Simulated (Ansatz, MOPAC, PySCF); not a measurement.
Noncovalent pair: HCl (SMILES Cl) (first 2 atoms) with C2H3N (SMILES CC#N); geometry from B3LYP-D3(BJ)/def2-TZVP, rigid monomers moved along the line of their centres of mass till H2···N5 is 2.74 Å.
(charge 0, multiplicity 1):
```xyz
8

Cl     0.245     1.009    -1.147
H      0.250     0.597     0.086
C      0.270    -1.097     5.152
C      0.265    -0.637     3.775
N      0.261    -0.273     2.687
H     -0.424    -1.930     5.269
H      1.270    -1.428     5.431
H     -0.033    -0.288     5.817
```

Counterpoise-corrected where a basis set is named; no monomer relaxation. Rows marked so take none.

Rows in 3-21G, 6-31G* carry no dispersion term and start afresh at each structure (6-31G* with six Cartesian d functions). The state that PM3 reach isn't checked.

Codes used: Ansatz (an electronic-structure program) with Gaussian orbitals; MOPAC for PM3 (differences of heats of formation); PySCF for 3-21G rows, 6-31G* rows, the dispersion terms. Each number belongs to the level named beside it.

### Question
One of these levels gives -5.53 kcal/mol for the interaction energy. Which?
A. B3LYP/3-21G (no counterpoise)
B. PM3
C. HF/6-31G*
D. PBE-D3(BJ)/def2-TZVPPD

### Answer
A, B3LYP/3-21G (no counterpoise). The others give -1.95 (PM3), -3.54 (HF/6-31G*), -3.92 (PBE-D3(BJ)/def2-TZVPPD)
